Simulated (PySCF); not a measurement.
Cl2FGeH3Si, SMILES F[Si](Cl)(Cl)[GeH3].

Geometry: PBE-D3(BJ)/def2-SVP. This is a generated structure with no PubChem entry under its InChIKey; it may be hypothetical.

Calculation: PySCF with PBE-D3(BJ)/def2-SVP.

Frequencies are harmonic and unscaled.

| mode | ν (cm⁻¹) | IR (km/mol) | moving atoms (share of kinetic energy) |
|---|---|---|---|
| 1 | 87 | 0.4 | Cl 59 %, Ge 16 %, H 12 %, Si 9 % |
| 2 | 96 | 0.0 | H 92 % |
| 3 | 104 | 0.6 | Cl 41 %, F 31 %, Ge 15 %, Si 8 % |
| 4 | 173 | 5.2 | Cl 61 %, Si 18 %, F 12 % |
| 5 | 192 | 14.5 | F 42 %, Ge 36 %, Cl 19 % |
| 6 | 232 | 8.2 | F 59 %, Cl 32 % |
| 7 | 349 | 3.6 | Cl 44 %, Si 26 %, F 19 %, Ge 10 % |
| 8 | 455 | 21.1 | H 86 %, Cl 8 % |
| 9 | 459 | 14.5 | H 86 % |
| 10 | 556 | 159.6 | Si 66 %, Cl 26 % |
| 11 | 600 | 139.2 | Si 66 %, Cl 29 % |
| 12 | 758 | 134.4 | H 95 % |
| 13 | 842 | 8.2 | H 94 % |
| 14 | 845 | 33.2 | H 99 % |
| 15 | 882 | 113.4 | F 52 %, Si 42 % |
| 16 | 2089 | 43.2 | H 100 % |
| 17 | 2108 | 79.1 | H 98 % |
| 18 | 2109 | 74.8 | H 98 % |
